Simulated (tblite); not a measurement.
C₃H₉BrSi₃.
SMILES with atom numbers: `[SiH3:1][C:2]#[C:3][SiH2:4][C@@H:5]([SiH3:6])[Br:7]` (hydrogens: H8, H9, H10 on Si1; H11, H12 on Si4; H13 on C5; H14, H15, H16 on Si6)

Geometry (GFN2-xTB, Å), atoms numbered from 1 in this order:
```
atom  x, y, z in Å
Si1    4.1268   -0.0347   -0.0898
C2     2.3754   -0.1280    0.5036
C3     1.2318   -0.1857    0.8989
Si4   -0.5379   -0.2350    1.4214
C5    -1.5742    0.0690   -0.1581
Si6   -3.4715    0.0208   -0.0004
Br7   -1.1180    1.8717   -0.8368
H8     4.1200    0.3793   -1.4934
H9     4.8324    0.9366    0.7481
H10    4.7080   -1.3726    0.0566
H11   -0.8212    0.8347    2.3794
H12   -0.8887   -1.5657    1.9293
H13   -1.2435   -0.6015   -0.9510
H14   -3.8327   -1.3252    0.4475
H15   -3.8658    1.0314    0.9783
H16   -4.0484    0.3139   -1.3101
```

All values are computed: GFN2-xTB (tblite) harmonic vibrations without scaling, gas phase. This tight-binding method is rough: wavenumbers can miss measured ones by several per cent, in bad cases by 10 to 20. Modes of hydrogen on silicon can be 10 to 20 % off. One conformer, not necessarily the lowest. The optimisation stopped once no atom felt more than 0.01 eV/Å.

Lowest wavenumbers of the output (negative numbers stand for imaginary wavenumbers):
```
mode    cm-1
  1     -28.9
  2      22.5
  3      36.7
  4     112.0
  5     122.0
  6     126.0
  7     141.7
  8     179.8
  9     202.8
 10     252.6
```

Question: Is this structure a minimum?

Answer: Not by this Hessian. 1 mode is imaginary beyond 20i (29i cm⁻¹), so at this level the point lies at or near a first-order saddle. The curvature is small, so loose convergence or finite differences may be the whole cause.

Question: Which atoms move in the imaginary mode?

Answer: 29i: H9 (Si–H hydrogen) 33 %, H10 (Si–H hydrogen) 33 %, H8 (Si–H hydrogen) 32 %. These are shares of the mass-weighted motion.

Question: What is the remedy?

Answer: Step along that mode in both directions, optimise again with tighter thresholds and repeat the frequencies. The zero-point energy of this point (56.8 kcal/mol) counts the 41 real modes alone, and thermal corrections from it aren't those of a minimum.
